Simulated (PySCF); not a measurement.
# Dipole response of Tb⁴³⁺ (terbium, charge +43)

[Ar] 3d4, high-spin 5D determinant. Computed with PySCF 2.14 in an uncontracted even-tempered set (18 s from 8.8 bohr⁻², ratio 2.5; 12 p from 11 bohr⁻², ratio 2.5; 7 d from 11 bohr⁻², ratio 2.5; 4 f from 42 bohr⁻², ratio 2.7; 3 g from 63 bohr⁻², ratio 2.7), with scalar relativity by spin-free X2C-1e. Coupled (time-dependent) response in atomic units; α is the mean over directions.

```json
{"method": "UHF", "mean α (bohr³)": "0.005352", "α xx, yy, zz": "0.005570, 0.005570, 0.004916", "C₆ (like pair)": "0.0005154", "S(−4)": "2.116e-05"}
{"method": "PBE0", "mean α (bohr³)": "0.005341", "α xx, yy, zz": "0.005564, 0.005564, 0.004896", "C₆ (like pair)": "0.0005149", "S(−4)": "2.104e-05"}
```

S(−4) is the Cauchy moment in α(ω) = α(0) + S(−4) ω² + …

Spin-orbit coupling is absent.

α(iu) at PBE0:

```csv
u (hartree),α(iu) (bohr³)
0,0.005341
2.00,0.005259
4.00,0.005031
8.00,0.004342
12.0,0.003637
16.0,0.003073
20.0,0.002654
30.0,0.002016
40.0,0.001660
60.0,0.001233
100,0.0007622
```

For an ion, C₆ is the dispersion term alone; charge-induced terms of lower order in 1/R come first.

The components differ because the open shell of this determinant is not spherical; for a pure term their mean is the scalar polarisability.

Spin-orbit coupling is strong in this species (close to jj coupling), so the high-spin LS determinant is a model state, not a physical level.
